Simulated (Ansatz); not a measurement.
Stretching the C4–H5 bond in CH5Bi (SMILES [CH3][BiH2]) (multiplicity 1 held, fragments rigid). Energies count from the point at 1.088 Å.
Geometry at that point (charge 0, multiplicity 1):
```json
[
 {"atom": "Bi", "x (Å)": "-0.1144", "y (Å)": "-0.1388", "z (Å)": "0.1427"},
 {"atom": "H", "x (Å)": "0.1011", "y (Å)": "-1.4563", "z (Å)": "-1.0658"},
 {"atom": "H", "x (Å)": "-1.6344", "y (Å)": "0.3793", "z (Å)": "-0.6723"},
 {"atom": "C", "x (Å)": "1.1592", "y (Å)": "1.3240", "z (Å)": "-1.0635"},
 {"atom": "H", "x (Å)": "0.9950", "y (Å)": "2.3241", "z (Å)": "-0.6682"},
 {"atom": "H", "x (Å)": "0.8759", "y (Å)": "1.2806", "z (Å)": "-2.1106"},
 {"atom": "H", "x (Å)": "2.2039", "y (Å)": "1.0455", "z (Å)": "-0.9423"}
]
```

Signs of static correlation in def2-TZVPP, with CASSCF(2,2), from Ansatz (a quantum-chemistry and plane-wave program) runs.

```tsv
R (Å)	T1 of restricted CCSD	⟨S²⟩ of UHF	largest double amplitude of restricted CCSD	weight of the CASSCF reference in MRCISD	CASSCF natural occupations
0.870	0.012	0.000	0.042	0.889	1.99 0.01
0.979	0.012	0.000	0.043	0.888	1.99 0.01
1.088	0.012	0.000	0.042	0.888	1.98 0.02
1.197	0.012	0.000	0.042	0.887	1.98 0.02
1.305	0.013	0.000	0.041	0.887	1.97 0.03
1.469	0.014	0.000	0.039	0.886	1.94 0.06
1.632	0.016	0.000	…	0.886	1.91 0.09
1.904	0.022	0.539	0.073	0.886	1.84 0.16
2.176	0.031	0.804	0.200	0.886	1.72 0.28
2.502	0.046	0.936	…	0.887	1.54 0.46
2.937	0.068	0.997	0.543	0.887	1.33 0.67
3.481	0.090	1.017	0.731	0.887	1.16 0.84
```

Question: Complete the blanks.

Answer: 
- 1.632, largest double amplitude of restricted CCSD: 0.054
- 2.502, largest double amplitude of restricted CCSD: 0.359

Doubts at one or more of the structures used: a restricted determinant that unrestricted orbitals would lower (R-CCSD(T)/def2-TZVPP); other coupled-cluster roots lie near (R-CCSD(T)/def2-TZVPP); T1 above 0.05 (R-CCSD(T)/def2-TZVPP, U-CCSD(T)/def2-TZVPP); a spin-contaminated determinant (U-CCSD(T)/def2-TZVPP).
